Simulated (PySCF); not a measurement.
## A small calculation by hand: chemical shift, span and skew from a shielding tensor

C₄H₇, SMILES [CH2]C(=C)C (connectivity only; charge and spin as stated), charge +1, multiplicity 1. Atoms are numbered in the order given.

```xyz
11

C     -0.8000     0.0014    -1.1708
C     -0.0452    -0.0007     0.0000
C     -0.8000     0.0014     1.1708
C      1.4599     0.0000     0.0000
H     -0.3242     0.0315    -2.1587
H     -1.8953    -0.0199    -1.1447
H     -0.3242     0.0315     2.1587
H     -1.8953    -0.0199     1.1447
H      1.8588     0.5007    -0.8928
H      1.8338    -1.0374     0.0000
H      1.8588     0.5007     0.8928
```
Charge +1, spin multiplicity 1.

Geometry: B3LYP-D3(BJ)/def2-SVP. The spin state was assumed, not searched. The isomer is the one that the SMILES or the coordinates give; other isomers of the formula were not compared.

GIAO shieldings from PBE0/pcSseg-1 (PySCF), non-relativistic, no solvent. The symmetric part of the tensor of C2 has the principal values -79.6, -48.7, 167.0 ppm. The same nucleus in TMS has σ = 186.3 ppm at this level (PySCF, at its B3LYP-D3(BJ)/def2-TZVP geometry).

Problem. Work out the isotropic shielding, the ¹³C shift against TMS, the span and the skew.

Solution. 
σ(iso) = (σ11 + σ22 + σ33)/3 = 12.9 ppm. δ = σ(ref) − σ(iso) = 186.3 − (12.9) = 173.4 ppm.
Span Ω = σ33 − σ11 = 246.6 ppm. Skew κ = 3(σ(iso) − σ22)/Ω = 0.75. Tumbling in solution averages the tensor to δ; in a static solid the shielding alone would spread this spin-1/2 line over Ω.
